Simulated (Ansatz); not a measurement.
Ansatz results at the PBE0-D4/def2-TZVP geometry: HOMO–LUMO gap (ωB97M-V/def2-TZVPP) 11.38 eV; LUMO energy (PBE/def2-TZVPP) -1.37 eV; size of the dipole moment (ωB97M-V/def2-TZVPP) 1.25 D.

Each molecule was computed in one conformer, which needn't be the lowest.

**Question.** Which molecule gave them?
A. `CO[SiH](F)O[SiH3]`
B. `CO[SiH2][SiH](O)F`
C. `[NH2][GeH2][SiH](N)O`
D. `C=C[SiH2]N[SiH](Cl)Cl`

**Answer.** B. The others give `CO[SiH](F)O[SiH3]`: 13.11, -0.68, 1.53; `[NH2][GeH2][SiH](N)O`: 11.12, -0.55, 2.67; `C=C[SiH2]N[SiH](Cl)Cl`: 11.78, -1.51, 1.54.
